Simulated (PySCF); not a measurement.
I$_{3}$Sn, doublet, at a GFN2-xTB geometry (such geometries of metal compounds can be far from the true shape) (the spin is typed, not shown lowest) (all electrons, no relativity).

Input for PySCF:
```python
from pyscf import gto, scf, dft

mol = gto.Mole()
mol.atom = '''
    Sn    0.19653030    0.57148953    0.38176177
    I     2.43186578   -0.56487896   -0.82720222
    I    -0.99716560   -1.30886706    2.05179207
    I    -1.62010612    1.33460495   -1.58474247
'''
mol.basis = '3-21g'
mol.spin = 1
mol.verbose = 3
mol.build()

mf = dft.UKS(mol)
mf.xc = 'pbe'
mf.kernel()
mf.analyze()
```

Q: Estimate the <S^2> that PBE/3-21G (PySCF) returns for this input.

A: 0.752

Q: What is the computed nuclear repulsion energy (PBE/3-21G)?

A: 2493.7270 Eh

Q: Give the dipole moment at the level PBE/3-21G.

A: 1.22 D

Q: What number of basis functions does PBE/3-21G give?

A: 124

Q: Give the HOMO energy at the level PBE/3-21G.

A: -5.96 eV

These values belong to the state on which the SCF converged, which isn't shown to be the lowest.
